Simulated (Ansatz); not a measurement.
Species: C2H7GeO, charge 0, multiplicity 2. It need not be the lowest isomer of its formula. 
Structure (B3LYP-D3(BJ)/def2-TZVP (Ansatz, a quantum-chemistry and plane-wave program) minimum search):
```
C
O 1 1.3641
H 1 1.0887 2 117.00
C 1 1.4820 3 120.65 2 149.61
H 4 1.0909 1 110.41 3 34.69
H 4 1.0936 5 108.53 1 -121.81
H 4 1.1005 5 107.82 6 -115.44
Ge 2 1.8038 1 119.20 3 -36.49
H 8 1.5312 2 104.00 1 171.22
H 8 1.5375 9 112.63 2 -117.37
H 8 1.5399 9 112.50 10 -126.14
```
Charge 0, spin multiplicity 2.

Parts of the frozen-core correlation energy in cc-pVQZ (Ansatz, hartree). Frozen orbitals: 17; correlated occupied orbitals by spin: 13 and 12; virtual: 413 and 414. Open shells are spin-unrestricted. No spin-orbit coupling. Non-relativistic.

| term | value |
|---|---|
| reference (HF) | -2230.11634 |
| MP2 opposite-spin | … |
| MP2 same-spin | … |
| CCSD correlation | -0.76768 |
| (T) | … |
| T1 diagnostic | 0.015 |
| largest doubles amplitude | 0.014 |
| <S^2> of the reference | 0.762 |

Some entries are withheld; supply them.


- MP2 opposite-spin, value: -0.57287
- MP2 same-spin, value: -0.15744
- (T), value: -0.02976
